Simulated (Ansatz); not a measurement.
Ansatz (an electronic-structure program) input (CCSD(T)/aug-cc-pVDZ):

Ansatz 0.2 input:
```yaml
crystal:
  periodic: [false, false, false]
  atoms:
    - {symbol: B, position_ang: [0.11337301, -1.19708641, -0.00663803]}
    - {symbol: C, position_ang: [-1.03482468, -1.94710446, 0.70317632]}
    - {symbol: Br, position_ang: [0.27324287, 0.68734507, -0.19848799]}
    - {symbol: H, position_ang: [-0.79660935, -1.95174271, 1.77564455]}
    - {symbol: H, position_ang: [-1.12218777, -2.98892178, 0.39264573]}
    - {symbol: H, position_ang: [-2.00262007, -1.44835402, 0.59292161]}
basis:
  gaussian:
    orbitals: aug-cc-pVDZ
magnetization: {spin_polarized: true, initial_magnetization: 1}
correlation: {method: ccsd_t, electrons: outside_noble_gas}
output: {forces: true}
```

End of the output:

```
mean field -71747.58933377 eV, -2636.6752757535 hartree, gradient 6.3e-6 eV, S^2 0.754933; 1 other end points of the search recorded, 0 dependent functions left out
determinant -71747.58933377 eV, -2636.6752757535 hartree, with singles and doubles -71757.63348237 eV, -2637.0443914062 hartree
determinant -71745.50613876 eV, -2636.5987197488 hartree, with singles and doubles -71755.73428116 eV, -2636.9745970492 hartree
16 core orbitals not correlated
reference -71747.58933377 eV, -2636.6752757535 hartree; 9, 8 occupied and 84, 85 virtual orbitals, 1112 factors
densities: 1.38 GiB planned
second order -9.07387070 eV of doubles, -0.00000000 eV of singles
coupled cluster: 0.80 GiB planned
cycle   1  -10.02802952 eV  change   -3.2e-1 eV  update   2.2e-2
cycle   2  -10.04616762 eV  change   -1.8e-2 eV  update   6.4e-3
cycle   3  -10.04892971 eV  change   -2.8e-3 eV  update   3.3e-3
cycle   4  -10.05023439 eV  change   -1.3e-3 eV  update   1.4e-3
cycle   5  -10.05038222 eV  change   -1.5e-4 eV  update   5.4e-4
cycle   6  -10.05052517 eV  change   -1.4e-4 eV  update   1.8e-4
cycle   7  -10.05054334 eV  change   -1.8e-5 eV  update   6.6e-5
cycle   8  -10.05055084 eV  change   -7.5e-6 eV  update   2.8e-5
cycle   9  -10.05054981 eV  change    1.0e-6 eV  update   1.2e-5
cycle  10  -10.05054789 eV  change    1.9e-6 eV  update   4.5e-6
cycle  11  -10.05054897 eV  change   -1.1e-6 eV  update   1.7e-6
cycle  12  -10.05054913 eV  change   -1.7e-7 eV  update   6.9e-7
perturbative correction -0.33262876 eV, -0.0122238815 hartree
the calculation of the forces begins
Total energy: -71757.97251166 eV, -2637.0568505030 hartree
Atom 0 at     0.113373    -1.197086    -0.006638 Å, force     0.476058     0.001677    -0.268251 eV/Å
Atom 1 at    -1.034825    -1.947104     0.703176 Å, force    -0.190136    -0.099647     0.043115 eV/Å
Atom 2 at     0.273243     0.687345    -0.198488 Å, force     0.017992     0.309147    -0.028136 eV/Å
Atom 3 at    -0.796609    -1.951743     1.775645 Å, force     0.109116     0.009122     0.433481 eV/Å
Atom 4 at    -1.122188    -2.988922     0.392646 Å, force    -0.025887    -0.435994    -0.135441 eV/Å
Atom 5 at    -2.002620    -1.448354     0.592922 Å, force    -0.387145     0.215696    -0.044767 eV/Å
Dipole moment:    -0.201490    -0.143538     0.134556 e Å
```

It need not be the lowest isomer of its formula.
